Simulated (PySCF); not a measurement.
All values below come from PBE-D3(BJ)/def2-TZVP // B3LYP-D3(BJ)/def2-TZVP in PySCF. All species are isolated molecules in the gas phase. 

Reference species (SMILES): `[C-]#[N+][C]C` (near-degenerate triplet) (neutral, multiplicity 3).

```yaml
highest_occupied_spin_orbital: -5.22 eV
```

Changed species: `C#C[C]C` (lower triplet) (X = ethynyl, multiplicity 3; the reference has X = isocyano, multiplicity 3).

Problem. Predict the effect on the highest occupied spin orbital.

Solution. the highest occupied spin orbital increases by 0.58 eV, to -4.64 eV.
